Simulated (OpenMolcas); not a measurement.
Computed transition rates of Co

- Program: OpenMolcas 26.06
- Method: SS-CASPT2, IPEA 0.25 Eh, imaginary shift 0.1 Eh (closed shells correlated: 3s 3p 4s)
- Basis: ANO-R3 [8s5p5d3f2g1h]
- Scalar Hamiltonian: X2C, finite nucleus
- Active space: 7 electrons in 5 orbitals (3d)
- State averaging: 2S+1 = 4 even, 10 roots; 2S+1 = 2 even, 40 roots (35 in the spin-orbit step)
- Spin-orbit coupling: RASSI with atomic mean-field integrals over the reference wave functions, term energies averaged over their components

Rates come from the transition moments of the reference wave functions (E1 and E2 in the length form). At fixed line strength A goes as λ^-3 for E1 and M1 and as λ^-5 for E2, so a rate at the computed wavelength can be rescaled to the measured one. Measured vacuum wavelengths follow from level energies in NIST Handbook of Basic Atomic Spectroscopic Data. Branching counts decays inside the model space alone, at computed energies, and the table is only a selection of the E2 and M1 lines, drawn from those between levels with measured partners whose computed energy lies within a factor of 1.5 of the measured one.

```json
{"Upper": "3d⁷ 4s² ⁴P_1/2", "Lower": "3d⁷ 4s² ⁴P_3/2", "Type": "M1", "λ computed (nm)": "26310", "λ measured (nm)": "27550", "A computed (s-1)": "2.43e-03", "A rescaled (s-1)": "2.12e-03", "Branching %": "4.8"}
{"Upper": "3d⁷ 4s² ⁴F_3/2", "Lower": "3d⁷ 4s² ⁴F_5/2", "Type": "M1", "λ computed (nm)": "24470", "λ measured (nm)": "24850", "A computed (s-1)": "4.43e-03", "A rescaled (s-1)": "4.23e-03", "Branching %": "100.0"}
{"Upper": "3d⁷ 4s² ⁴F_5/2", "Lower": "3d⁷ 4s² ⁴F_7/2", "Type": "M1", "λ computed (nm)": "16710", "λ measured (nm)": "16920", "A computed (s-1)": "1.24e-02", "A rescaled (s-1)": "1.19e-02", "Branching %": "100.0"}
{"Upper": "3d⁷ 4s² ⁴F_7/2", "Lower": "3d⁷ 4s² ⁴F_9/2", "Type": "M1", "λ computed (nm)": "12220", "λ measured (nm)": "12250", "A computed (s-1)": "1.85e-02", "A rescaled (s-1)": "1.84e-02", "Branching %": "100.0"}
{"Upper": "3d⁷ 4s² ⁴P_3/2", "Lower": "3d⁷ 4s² ⁴F_3/2", "Type": "E2", "λ computed (nm)": "752.5", "λ measured (nm)": "817.9", "A computed (s-1)": "4.68e-03", "A rescaled (s-1)": "3.09e-03", "Branching %": "9.3"}
{"Upper": "3d⁷ 4s² ⁴P_5/2", "Lower": "3d⁷ 4s² ⁴F_5/2", "Type": "E2", "λ computed (nm)": "744.5", "λ measured (nm)": "807.2", "A computed (s-1)": "2.13e-03", "A rescaled (s-1)": "1.42e-03", "Branching %": "3.3"}
{"Upper": "3d⁷ 4s² ⁴P_1/2", "Lower": "3d⁷ 4s² ⁴F_3/2", "Type": "E2", "λ computed (nm)": "731.6", "λ measured (nm)": "794.3", "A computed (s-1)": "2.71e-02", "A rescaled (s-1)": "1.80e-02", "Branching %": "54.0"}
{"Upper": "3d⁷ 4s² ⁴P_3/2", "Lower": "3d⁷ 4s² ⁴F_5/2", "Type": "E2", "λ computed (nm)": "730", "λ measured (nm)": "791.8", "A computed (s-1)": "1.65e-02", "A rescaled (s-1)": "1.10e-02", "Branching %": "32.9"}
{"Upper": "3d⁷ 4s² ⁴P_5/2", "Lower": "3d⁷ 4s² ⁴F_7/2", "Type": "E2", "λ computed (nm)": "712.8", "λ measured (nm)": "770.4", "A computed (s-1)": "1.18e-02", "A rescaled (s-1)": "8.00e-03", "Branching %": "18.1"}
{"Upper": "3d⁷ 4s² ⁴P_5/2", "Lower": "3d⁷ 4s² ⁴F_7/2", "Type": "M1", "λ computed (nm)": "712.8", "λ measured (nm)": "770.4", "A computed (s-1)": "1.45e-03", "A rescaled (s-1)": "", "Branching %": "2.2"}
{"Upper": "3d⁷ 4s² ⁴P_1/2", "Lower": "3d⁷ 4s² ⁴F_5/2", "Type": "E2", "λ computed (nm)": "710.3", "λ measured (nm)": "769.7", "A computed (s-1)": "2.07e-02", "A rescaled (s-1)": "1.39e-02", "Branching %": "41.2"}
{"Upper": "3d⁷ 4s² ⁴P_3/2", "Lower": "3d⁷ 4s² ⁴F_7/2", "Type": "E2", "λ computed (nm)": "699.5", "λ measured (nm)": "756.4", "A computed (s-1)": "2.84e-02", "A rescaled (s-1)": "1.92e-02", "Branching %": "56.6"}
{"Upper": "3d⁷ 4s² ⁴P_5/2", "Lower": "3d⁷ 4s² ⁴F_9/2", "Type": "E2", "λ computed (nm)": "673.5", "λ measured (nm)": "724.9", "A computed (s-1)": "4.90e-02", "A rescaled (s-1)": "3.39e-02", "Branching %": "75.1"}
```

Spin-changing lines and M1 lines between different terms are not rescaled, since their strength hangs on the term gaps too.

The largest correction is for 3d⁷ 4s² ⁴P_3/2 → 3d⁷ 4s² ⁴F_3/2 (E2): 4.68e-03 × (752.5 / 817.9)^5 = 3.09e-03 s-1, a factor of 0.66.

The computed rate and branching of 3d⁷ 4s² ⁴F_7/2 → 3d⁷ 4s² ⁴F_9/2 give the upper level a radiative lifetime of 1.000 / 1.85e-02 s-1 = 5.41e+01 s, counting decays inside the model space alone. The rescaled rate gives about 5.4e+01 s.

No measured rate stands beside these. Rescaling mends the energy factor alone: line strengths can still be far off where a level mixes with configurations outside the active space, and weak or spin-changing lines hang on small mixing coefficients that depend on the term gaps too, so rescaling need not improve them.

CASPT2 breaks the degeneracy within a term, and the mean is taken; among the terms shown or strongly mixed into the levels shown the widest spread is 1100 cm-1 (3d⁷ 4s² ⁴F). Some high roots are left out of the spin-orbit mixing, which shifts the levels that they would mix with. With the s shell closed, the reference lacks s² → p², s² → d² and s → d mixing, so excited terms can stand far too high and out of order, with CASPT2 too. Computed and measured levels are paired by configuration, term and J; levels that our copy of the source lacks, or whose pairing is in doubt (as where it misses far off the trend of its configuration), stay unpaired. Only configurations of the active space appear.
